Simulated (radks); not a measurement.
Question: These are the eigenvalues of the occupied orbitals of an atom or ion with whole-number occupations (hartree). All-electron calculation, scalar-relativistic Kohn-Sham, PBE, spin-polarised, spherical densities, point nucleus. Program: a radial shooting solver on a logarithmic mesh with Libxc functionals.

1s down: -1717.345
1s up: -1717.345
2s up: -282.2463
2s down: -282.2455
2p up: -251.9586
2p down: -251.9581
3s up: -63.43064
3s down: -63.37547
3p up: -53.96464
3p down: -53.90976
3d up: -41.14690
3d down: -41.10467
4s up: -14.20802
4s down: -14.07314
4p up: -11.08409
4p down: -10.94991
4d up: -6.69840
4d down: -6.56561
5s up: -3.22986
5s down: -3.16292
5p up: -2.40742
5p down: -2.35745
4f up: -1.95622

Which element is it, and in what charge state? The configuration may be excited. Open shells, if any, are filled with parallel spins first.

Answer: Z = 62, samarium, charge +4: Sm4+ in [Xe] 4f4. The list shows which subshells hold electrons but not how many an open one holds; the 1s level, -1717.3 hartree, gives Z - s = 58.6 by -(Z - s)^2/2, which with screening and relativity narrows Z to a few neighbours, and the depths of the outer levels then fix element, charge and occupations together.
